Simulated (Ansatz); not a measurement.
The multiplicity is imposed and other spin states were not computed.

Cartesian coordinates (Å):
```xyz
8

Cu     0.0113    -0.0152     0.0509
O     -1.1497    -1.6209     0.2634
H     -1.3690    -1.7242     1.2113
H     -0.6259    -2.4166     0.0401
C      1.1266     1.4992    -0.1357
H      2.1866     1.2051    -0.2713
H      1.0680     2.1503     0.7595
H      0.8267     2.1039    -1.0149
```
Charge 0, multiplicity 1.

Computed with frozen-core CCSD(T)/def2-TZVPP // TPSS-D3(BJ)/def2-SVP in Ansatz (an electronic-structure program).

- HF energy = -1754.60147 Ha
- MP2 correlation energy = -1.34580 Ha

Estimate the CCSD correlation energy, the (T) correction, the total energy and the T1 diagnostic.


| Property | Value |
|---|---|
| CCSD correlation energy | -1.23913 Ha |
| (T) correction | -0.04265 Ha |
| CCSD(T) total energy | -1755.88325 Ha |
| T1 diagnostic | 0.024 |
